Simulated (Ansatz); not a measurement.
`F[Si](F)([SiH3])[SiH3]` → `F[SiH](F)[SiH3]` + `[SiH2]` at 500 K and 1 bar (silylene loss).

Computed with Ansatz on PBE0-D4/def2-TZVP structures; ΔE is electronic, products minus reactants. CCSD(T)/CBS is the MP2 limit (def2-TZVPP, def2-QZVPP) plus CCSD(T) − MP2 in def2-TZVPP, frozen cores. This one scheme is used for every species.

| species | CCSD(T)/CBS energy (Eh) | H − E (kJ/mol) | S (J/(mol·K)) |
| --- | --- | --- | --- |
| `F[Si](F)([SiH3])[SiH3]` | -1070.54606 | 205.6 | 472.9 |
| `F[SiH](F)[SiH3]` | -780.26920 | 145.2 | 389.1 |
| `[SiH2]` | -290.19011 | 48.0 | 226.5 |

H − E and S are ideal-gas, rigid-rotor, harmonic terms from PBE0-D4/def2-TZVP. 1 Eh = 2625.50 kJ/mol, R = 8.31446 J/(mol·K).

**Question.** By hand: ΔE, ΔH, ΔS and ΔG.

**Answer.** ΔE = (-780.26920) + (-290.19011) − (-1070.54606) = 0.08675 Eh = 227.8 kJ/mol. Δ(H − E) = 145.2 + 48.0 − 205.6 = -12.4, so ΔH = 215.4 kJ/mol. ΔS = 389.1 + 226.5 − 472.9 = 142.7 J/(mol·K). ΔG = 215.4 − 500 × (142.7)/1000 = 144.1 kJ/mol.

**Question.** By hand: the equilibrium constant, and the temperature at which ΔG would vanish if ΔH and ΔS stayed fixed.

**Answer.** log₁₀ K = −ΔG/(RT ln 10) = -15.1. ΔG = 0 at ΔH/ΔS = 1509 K.

The number of gas molecules changes by +1, which sets the sign of ΔS. A doubt of 5 kJ/mol in ΔE shifts log₁₀ K by 0.5 here. These are equilibria of isolated gas molecules and say nothing of rates. Largest T1 diagnostic: 0.014 (customary marks: 0.02 for closed shells, 0.045 for open ones).
